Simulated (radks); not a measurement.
Question: Radial electron density D(r) = 4 pi r^2 rho(r) of an atom or ion with 46 electrons. Method: scalar-relativistic Kohn-Sham, r2SCAN, spin-polarised, spherical densities, finite nucleus; meta-GGA in the generalised Kohn-Sham scheme; Fermi nuclear charge, rms radius of each element as measured or else 0.836 A^(1/3) + 0.57 fm; computed with a radial shooting solver on a logarithmic mesh with Libxc functionals.

```
   r/bohr * D(r) (the largest magnitude, 75.9, reaches the edge; | marks zero)
 0.005535 |              *
 0.006548 |                 *
 0.007684 |                     *
  0.00909 |                          *
  0.01075 |                              *
  0.01262 |                                   *
  0.01493 |                                      *
  0.01766 |                                         *
  0.02072 |                                           *
  0.02451 |                                          *
  0.02877 |                                         *
  0.03403 |                                      *
  0.04025 |                                     *
  0.04724 |                                     *
  0.05588 |                                        *
  0.06557 |                                             *
  0.07757 |                                                  *
  0.09176 |                                                      *
   0.1077 |                                                     *
   0.1274 |                                                *
   0.1507 |                                        *
   0.1768 |                                    *
   0.2092 |                                     *
   0.2455 |                                         *
   0.2904 |                                           *
   0.3435 |                                        *
   0.4031 |                              *
   0.4768 |                   *
   0.5641 |            *
   0.6619 |           *
    0.783 |            *
   0.9189 |             *
    1.087 |           *
    1.286 |       *
    1.509 |    *
    1.785 |  *
    2.095 |*
    2.478 |*
    2.931 *
     3.44 *
    4.069 *
    4.814 *
    5.649 *
    6.682 *
    7.841 *
    9.276 *
    10.97 *
    12.88 *
    15.23 *
    18.02 *
    21.15 *
    25.01 *
```

What is the nuclear charge?

Answer: Z = 47. The innermost maximum, from 1s, lies near gamma/Z bohr with gamma = sqrt(1 - (Z/c)^2) = 0.939, here 0.02 bohr (found: 0.0219), and its height grows with Z. The density is that of the silver ion Ag+ in [Kr] 4d9 6d1; the configuration itself is not fixed sharply by these data, and Z only to a few units. D(r) has 5 maxima, at r = 0.0219, 0.0963, 0.288, 0.876, 11.3 bohr, and minima at 0.0433, 0.189, 0.646 bohr, inside which lie 2.01, 11.17, 28.99 electrons.
